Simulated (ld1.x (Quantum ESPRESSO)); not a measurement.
**F (Z = 9): excitation energies, all-electron against PAW**

```
Element                 : F
Generator               : ld1.x (Quantum ESPRESSO) 7.5
Type                    : PAW
Functional              : PBE
Relativity              : scalar-relativistic
Frozen core             : [He]
Valence charge          : 7
Reference configuration : 2s2 2p5
Partial waves           : 2s (bound): rcut 0.50, rcutus 0.70 bohr; 2s channel at -1.9 Ry: rcut 0.50, rcutus 0.70 bohr; 2p (bound): rcut 1.20, rcutus 1.65 bohr; 2p channel at 3.05 Ry: rcut 1.20, rcutus 1.65 bohr; 3d channel at 0.15 Ry: rcut 1.10, rcutus 1.45 bohr
Local potential         : all-electron potential smoothed inside 0.90 bohr (lloc = -1)
Core correction         : Bessel-smoothed model core inside 0.70 bohr
Augmentation charge     : PSQ, inside the norm-conserving radii
```

Energies are relative to the spin-unpolarised reference configuration 2s2 2p5; without spin polarisation the order of configurations can differ from experiment.

Task: Give the all-electron excitation energy and the error of the potential for: 2s2 2p4; 2s2 2p3; 2s2 2p2; 2s2 2p4.5; 2s1 2p6; 2s1 2p5; 2s2 2p5.3.

Result:

```csv
valence configuration,charge,ΔE all-electron (eV),error AE − PS (meV)
2s2 2p4,+1,19.390,-0.9
2s2 2p3,+2,57.775,-11
2s2 2p2,+3,118.413,-37
2s2 2p4.5,+0.5,7.543,-0.2
2s1 2p6,0,18.814,-0.7
2s1 2p5,+1,38.493,-0.6
2s2 2p5.3,-0.3,-2.670,+0.4
```

Levels in the configuration 2s2 2p2:

| level | all-electron (eV) | pseudo (eV) |
| --- | --- | --- |
| 2s | -91.208 | -91.260 |
| 2p | -72.761 | -72.787 |
